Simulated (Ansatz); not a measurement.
Geometry optimisation, Ansatz 0.2.0, RKS PBE/def2-SVP.

The input (input.yaml):

```yaml
crystal:
  periodic: [false, false, false]
  atoms:
    - { symbol: S, position_ang: [-2.07142, -0.28349, 1.29348] }
    - { symbol: Si, position_ang: [-0.82066, 0.23958, -0.42137] }
    - { symbol: C, position_ang: [0.94643, 0.72614, -0.16641] }
    - { symbol: Si, position_ang: [1.11999, -0.98663, -0.69606] }
    - { symbol: H, position_ang: [-1.12053, -0.14171, 2.20144] }
    - { symbol: H, position_ang: [-1.88917, 0.51261, -1.38427] }
    - { symbol: H, position_ang: [1.45155, 1.65491, 0.03739] }
    - { symbol: H, position_ang: [2.38381, -1.72141, -0.86419] }
basis:
  gaussian: { orbitals: def2-SVP }
hamiltonian:
  xc: pbe
relax:
  f_tol: 0.015
  max_steps: 40
output:
  orbitals: {}
```

Command:

```bash
$ ansatz run input.yaml --threads 1 --pin off --max-ram 2048MiB --backend cpu --events-out ev --progress --plain --runs-dir out
```

Problem. Where does it end, and by what steps?

Solution. It converged. After 8 steps the energy has fallen by 0.265 eV; S1 moved furthest, 0.24 Å.

```json
{"step": "0", "energy less start (eV)": "0.0000", "largest force component (eV/Å)": "1.582", "accepted": "yes"}
{"step": "1", "energy less start (eV)": "-0.1956", "largest force component (eV/Å)": "0.990", "accepted": "yes"}
{"step": "2", "energy less start (eV)": "-0.2247", "largest force component (eV/Å)": "0.625", "accepted": "yes"}
{"step": "3", "energy less start (eV)": "-0.1122", "largest force component (eV/Å)": "1.574", "accepted": "no"}
{"step": "4", "energy less start (eV)": "-0.2620", "largest force component (eV/Å)": "0.150", "accepted": "yes"}
{"step": "5", "energy less start (eV)": "-0.2628", "largest force component (eV/Å)": "0.153", "accepted": "yes"}
{"step": "6", "energy less start (eV)": "-0.2646", "largest force component (eV/Å)": "0.074", "accepted": "yes"}
{"step": "7", "energy less start (eV)": "-0.2652", "largest force component (eV/Å)": "0.018", "accepted": "yes"}
{"step": "8", "energy less start (eV)": "-0.2653", "largest force component (eV/Å)": "0.012", "accepted": "yes"}
```

```xyz
8
Properties=species:S:1:pos:R:3
S -2.125 -0.058 1.360
Si -0.826 0.121 -0.355
C 0.915 0.748 -0.236
Si 1.136 -0.912 -0.753
H -1.106 -0.306 2.230
H -1.797 0.475 -1.449
H 1.409 1.685 0.071
H 2.393 -1.753 -0.868
```

Whether the end is a true minimum wasn't checked by a vibrational analysis.

Run time: 51 s on 1 thread of Intel(R) Xeon(R) Processor @ 2.50GHz (Skylake/Cascade Lake), on a shared host, peak memory 0.13 GiB.
